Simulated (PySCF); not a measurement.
Run record: geometry optimisation, `c1n2c(cc(cc2C)Cl)cc1`.

Computed with PBE0-D3(BJ)/def2-SVP geometry optimisation, gas phase (PySCF 2.14.0). Start geometry: GFN2-xTB. A driver script takes a list of jobs; this job's settings line and coordinates (Å) are shown.

Input:
```
{"job": {"xc": "PBE0", "basis": "def2-SVP", "d3": "d3bj", "grid": 1, "kind": "geom"}, "charge": 0, "multiplicity": 1}
C      2.292298    -0.460794     0.683470
C      1.030250     0.267769     0.355617
C      0.902847     1.619480     0.453509
C     -0.320762     2.251524     0.128686
Cl    -0.418645     3.972468     0.275588
C     -1.394454     1.523765    -0.288360
C     -1.262576     0.127335    -0.389824
C     -2.131683    -0.882417    -0.770597
C     -1.432936    -2.087378    -0.671417
C     -0.156305    -1.809933    -0.235854
N     -0.041461    -0.469893    -0.061317
H      2.654845    -1.005721    -0.188162
H      3.058710     0.239199     1.001612
H      2.119879    -1.179993     1.484196
H      1.735652     2.219056     0.779754
H     -2.335161     1.983758    -0.541125
H     -3.148077    -0.750420    -1.081804
H     -1.816150    -3.064371    -0.893925
H      0.653924    -2.484185    -0.047509
```

Output:
```
step   0  E = -861.69058607  max force = 0.013274
step   1  E = -861.69260918  max force = 0.002791
step   2  E = -861.69262314  max force = 0.001320
step   3  E = -861.69263887  max force = 0.001131
step   4  E = -861.69263823  max force = 0.001094
step   5  E = -861.69264322  max force = 0.000384
optimisation converged
```

Energies in Eh; «max force» is the largest Cartesian gradient component in Eh/bohr.

Q: Give the first gradient maximum in eV/Å.

A: With 1 Eh/bohr = 51.422 eV/Å, 0.683 eV/Å.

Q: How much energy does the optimisation release, in kJ/mol?

A: E(step 0) − E(last step) = 0.002057 Eh, which is 5.4 kJ/mol.

In short: final energy -861.69264 Eh after 5 steps; dipole 2.32 D.

Q: Where do the atoms end?

A: 0.021 Å rms from the input after alignment:
```
atom  x, y, z in Å
C1     2.2152    0.1309    0.8344
C2     0.9688    0.8770    0.5126
C3     0.8406    2.2347    0.6133
C4    -0.3886    2.8721    0.2869
Cl5   -0.4879    4.5945    0.4365
C6    -1.4664    2.1418   -0.1344
C7    -1.3449    0.7376   -0.2425
C8    -2.2124   -0.2818   -0.6264
C9    -1.5026   -1.4936   -0.5244
C10   -0.2192   -1.2171   -0.0850
N11   -0.1156    0.1398    0.0888
H12    2.5800   -0.4283   -0.0434
H13    3.0029    0.8215    1.1584
H14    2.0409   -0.6027    1.6391
H15    1.6890    2.8314    0.9471
H16   -2.4128    2.6198   -0.3872
H17   -3.2437   -0.1429   -0.9419
H18   -1.8833   -2.4885   -0.7493
H19    0.6158   -1.8814    0.1133
```

Rough CPU time on one thread of a shared machine: about 5 min.
Labels such as C1 count atoms from 1, the log's own numbers from 0.
